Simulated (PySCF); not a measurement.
Compound: SnCl(SiH3)3.
Bonds: Sn1–Cl2, Sn1–Si3, Sn1–Si7, Sn1–Si11. Hydrogens: H4, H5, H6 on Si3; H8, H9, H10 on Si7; H12, H13, H14 on Si11.

Theory: PBE0-D3(BJ)/def2-SVP geometry optimisation, gas phase, def2 core potentials past Kr in PySCF.

**Question.** How far are the bound atoms from Sn1?

**Answer.** 4 atoms: Cl2 2.387 Å, Si3 2.570 Å, Si7 2.570 Å, Si11 2.571 Å. The nearest atom not counted as bound is H10, at 3.36 Å (others tie with it).

**Question.** List the angles at Sn1.

**Answer.** 
| angle | degrees | distance of the outer atoms (Å) |
| --- | --- | --- |
| Si3–Sn1–Si7 | 114.4 | 4.32 |
| Si3–Sn1–Si11 | 113.7 | 4.30 |
| Si7–Sn1–Si11 | 113.3 | 4.30 |
| Cl2–Sn1–Si7 | 104.9 | 3.93 |
| Cl2–Sn1–Si11 | 104.9 | 3.93 |
| Cl2–Sn1–Si3 | 104.3 | 3.92 |

**Question.** What is the shape at Sn1?

**Answer.** Distorted tetrahedral: angles from 104.3° to 114.4°; τ4 = (360° − α − β)/141° = 0.94 with α and β the two widest (0 for a square, 1 for a tetrahedron).

**Question.** What are the other bond lengths?

**Answer.** Si3–H4 and 8 like bonds 1.494 Å.

Point group: near C3v, missed by 0.18 Å at most; the miss may be what the optimiser left on a soft mode (C3 holds within 0.08 Å). Charge 0, singlet. No PBE0-D3(BJ)/def2-SVP frequencies stand behind this structure, so it isn't proved a minimum.
